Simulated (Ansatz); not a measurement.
Reactions of `[CH3][SnH2][SeH]`.

Computed with Ansatz on PBE0-D4/def2-TZVP structures; ΔE is electronic, products minus reactants. CCSD(T)/CBS is the MP2 limit (def2-TZVPP, def2-QZVPP) plus CCSD(T) − MP2 in def2-TZVPP, frozen cores. This one scheme is used for every species. Functionals use def2-TZVPP. B3LYP here is the variant with VWN-RPA as its local correlation; programs differ in this. def2 core potentials past Kr. For Se, Sn outer-core shells are correlated without core-valence functions, which leaves a few kJ/mol of doubt a bond. Scalar relativity is left out up to krypton. One conformer a species, not always the lowest.

```
                                                                   reaction  ωB97M-V (kJ/mol)  B3LYP-D4 (kJ/mol)  r2SCAN-D4 (kJ/mol)
                       `[CH3][SnH2][SeH]` + CH₃OH → `C[O][SnH2][SeH]` + CH₄               -41                -48                 -47
              `[CH3][SnH2][SeH]` + `ClBCl` → `ClB(Cl)[SeH]` + `[CH3][SnH3]`                21                 23                  18
                   `[CH3][SnH2][SeH]` + `N=CO` → `[CH3][SnH2][O]C=N` + H₂Se                63                 60                  62
`[CH3][SnH2][SeH]` + `N[SiH2][SiH3]` → `N[SiH2][SiH2][SeH]` + `[CH3][SnH3]`                15                 18                  15
                         `[CH3][SnH2][SeH]` + H₂O → `[OH][SnH2][SeH]` + CH₄               -42                -48                 -49
                 `[CH3][SnH2][SeH]` + `N=C=O` → `[CH3][SnH2][N]=C=O` + H₂Se                27                 29                  32
          `[CH3][SnH2][SeH]` + `B[SeH]` → `[BH2][SnH2][CH3]` + `[SeH][SeH]`               188                186                 196
                   `[CH3][SnH2][SeH]` + H₂Se → `[SeH][SeH]` + `[CH3][SnH3]`                80                 76                  81
                      `[CH3][SnH2][SeH]` + CH₃SH → `C[S][SnH2][CH3]` + H₂Se                23                 22                  22
                        `[CH3][SnH2][SeH]` + HCl → `[CH3][SnH2][Cl]` + H₂Se               -20                -19                 -19
```

**Question.** Give the CCSD(T)/CBS values in the same order. (Best estimate.)

**Answer.** Ansatz gave: -42, 26, 62, 21, -38, 28, 197, 90, 23, -14 kJ/mol.

Largest T1 diagnostic: 0.018, for `N=C=O`.
